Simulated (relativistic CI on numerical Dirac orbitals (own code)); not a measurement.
How well does a small relativistic CI reproduce Bi V?

Computed by Dirac-Coulomb-Breit CI, KLI orbitals optimised for each configuration, model QED, valence Slater integrals scaled by 0.85, configuration energies shifted to the measured levels that pair with them (semi-empirical) (own radial code, finite nucleus).

CI space (outside the closed core [Xe] 4f14): 5d10.6s, 5d10.6p, 5d9.6s2, 5d10.6d, 5d10.7s, 5d10.7p, 5d10.7d, 5d10.8s, 5d10.6f, 5d8.6s.6p2, 5d9.6s.5f, 5d10.5f, 5d9.6s.6p, 5d9.6p2, 5d9.6s.5g, 5d8.6s2.6p, 5d10.8p, 5d10.5g, 5d10.8d, 5d10.7f, 5d8.6s.6d2, 5d9.6p.6d, 5d8.6s.5f2, 5d9.6s.6d, 5d9.5f.6p, 5d9.6s.7s, 5d9.6s.7p, 5d8.6s2.6d, 5d8.6s2.6f, 5d8.6s2.5f. Levels of other configurations are missing.

```
Configuration  Term (tabulated)    J  Measured (cm⁻¹)  Computed  Error  Purity (%)
      5d10.6s                2S  1/2              0.0         0      0          98
      5d10.6p               2P°  1/2          87754.0     88410    656          99
      5d9.6s2                2D  5/2         103656.0    106736   3080          98
      5d10.6p               2P°  3/2         115674.0    115018   -656          98
      5d9.6s2                2D  3/2         133772.0    130692  -3080          98
      5d10.6d                2D  3/2         229289.0    229351     62          99
      5d10.6d                2D  5/2         232540.0    232478    -62          99
      5d10.7s                2S  1/2         233340.0    233340      0         100
      5d10.7p               2P°  1/2         270625.0    271267    642          97
      5d10.7p               2P°  3/2         281081.0    280439   -642          99
      5d10.7d                2D  3/2         317307.0    316421   -886          66
      5d10.7d                2D  5/2         318629.0    319505    876          98
      5d10.8s                2S  1/2         320430.0    320430      0          99
```

Measured levels from Moore, Atomic Energy Levels, vol. III, NSRDS-NBS 35 (1971 reprint of NBS Circular 467, 1958); pairs were made by configuration, J and term (by order where the table uses no LS term), so strongly mixed levels may be paired wrongly. The analysis dates from before 1960.

Mean error by configuration (cm⁻¹): 5d10.6p 0; 5d9.6s2 0; 5d10.6d 0; 5d10.7s 0; 5d10.7p 0; 5d10.7d -5; 5d10.8s 0. Over the excited levels the mean absolute error is 887 cm⁻¹ (12 of the 12 excited levels that our extract of the source holds in range could be paired), and the median relative error of those above 1,000 cm⁻¹ is 0.26 %, both after the shifts were fitted to these levels, so that a configuration with one level shows no error.

Configurations whose levels could be paired with our table of measured levels were shifted onto them, all but the ground configuration, by the median error of their levels; single terms can still be off by 1,000 to 2,000 cm⁻¹ or more, and rates follow the energies as ν³ (E1, M1) or ν⁵ (E2). The others borrow a shift and can be off by several thousand cm⁻¹ or more. Levels and lines within the n = 5 or 6 shells can be off by up to 10 % or somewhat more, and those that change n by about 2 %, since core polarisation is missing. 12 of the 12 excited levels that our extract of the measured tables holds in this range could be paired (the sources list more); they are missed by 887 cm⁻¹ on average and 3080 at most, after the shifts were fitted to these levels, and levels without a partner can miss by more. Levels that differ in their count of f electrons can be misplaced by several ten thousand cm⁻¹, since the correlation energy of f electrons is missing or only estimated; rates across such gaps can be off by orders of magnitude.

Shifts applied (cm⁻¹): 5d10.6s 0; 5d10.6p -7565; 5d9.6s2 -48859; 5d10.6d 1682; 5d10.7s -4801; 5d10.7p 2395; 5d10.7d -2711; 5d10.8s -3883.
